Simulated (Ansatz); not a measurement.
Stepwise reaction of `[NH2][GaH][NH2]` with hydrogen, as a gas-phase model of exchange steps in deposition or etching. ΔE in kJ/mol; ΔG adds harmonic PBE0-D4 terms to CCSD(T)/CBS, at 1 bar.

Isolated molecules relaxed with PBE0-D4/def2-TZVP in Ansatz; ΔE leaves out vibrations. CCSD(T)/CBS is the MP2 limit (def2-TZVPP, def2-QZVPP) plus CCSD(T) − MP2 in def2-TZVPP, frozen cores. This one scheme is used for every species. DFT in def2-TZVPP. B3LYP here is the variant with VWN-RPA as its local correlation; programs differ in this. For Ga outer-core shells are correlated without core-valence functions, which leaves a few kJ/mol of doubt a bond. Scalar relativity is left out up to krypton. Each species was taken in one conformer, which may not be the lowest.

```csv
step,reaction,PBE-D4,B3LYP-D4,ωB97M-V,CCSD(T)/CBS,ΔG(400 K)
2,`[NH2][GaH2]` + H₂ → `[GaH3]` + NH₃,37.4,35.8,33.2,42.0,45.4
```

(1) Give the row of step 1, `[NH2][GaH][NH2]` + H₂ → `[NH2][GaH2]` + NH₃. (An estimate is asked.)

(2) By hand: ΔE of the 2 steps together at CCSD(T)/CBS.

Results:

(1) Ansatz gave: 
| step | reaction | PBE-D4 | B3LYP-D4 | ωB97M-V | CCSD(T)/CBS | ΔG(400 K) |
| --- | --- | --- | --- | --- | --- | --- |
| 1 | `[NH2][GaH][NH2]` + H₂ → `[NH2][GaH2]` + NH₃ | 11.2 | 13.3 | 12.4 | 20.6 | 31.9 |

(2) (20.6) + (42.0) = 62.6 kJ/mol, or 31.3 kJ/mol a step.

In ΔE each step is higher than the one before. All are uphill at CCSD(T)/CBS. ΔG lies between 31.9 and 45.4 kJ/mol a step. PBE-D4 differs from CCSD(T)/CBS by -9.4 to -4.6 kJ/mol a step. Isolated molecules leave out the surface, adducts and barriers. Largest T1 diagnostic: 0.014.
